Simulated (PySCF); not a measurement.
H₆NSi₂, SMILES [SiH2]N[SiH3], multiplicity 2.

Geometry optimised at r2SCAN-D4/def2-SVP. The isomer is the one that the SMILES or the coordinates give; other isomers of the formula were not compared.

These are r2SCAN-D4/def2-SVP in PySCF 2.14.0 values and carry that method's errors.

Frequencies are harmonic and unscaled.

Computed harmonic wavenumbers and intensities:
| mode | ν (cm⁻¹) | IR (km/mol) | moving atoms (share of kinetic energy) |
|---|---|---|---|
| 1 | 64 | 0.3 | H 81 %, N 14 % |
| 2 | 119 | 0.4 | H 77 %, N 16 % |
| 3 | 202 | 0.8 | Si 46 %, H 28 %, N 27 % |
| 4 | 420 | 57.2 | H 86 %, N 11 % |
| 5 | 601 | 2.8 | Si 46 %, H 37 %, N 17 % |
| 6 | 648 | 1.1 | H 91 %, Si 8 % |
| 7 | 709 | 59.5 | H 83 %, Si 9 %, N 8 % |
| 8 | 745 | 79.1 | H 84 %, Si 12 % |
| 9 | 816 | 69.9 | H 59 %, N 30 %, Si 11 % |
| 10 | 889 | 120.3 | H 95 % |
| 11 | 923 | 68.5 | H 94 % |
| 12 | 932 | 331.2 | N 41 %, H 34 %, Si 25 % |
| 13 | 957 | 62.4 | H 94 % |
| 14 | 990 | 108.6 | H 90 % |
| 15 | 1186 | 148.6 | H 69 %, N 28 % |
| 16 | 2154 | 129.5 | H 98 % |
| 17 | 2196 | 124.4 | H 96 % |
| 18 | 2198 | 148.9 | H 96 % |
| 19 | 2217 | 131.5 | H 97 % |
| 20 | 2246 | 96.6 | H 97 % |
| 21 | 3565 | 42.8 | H 93 % |
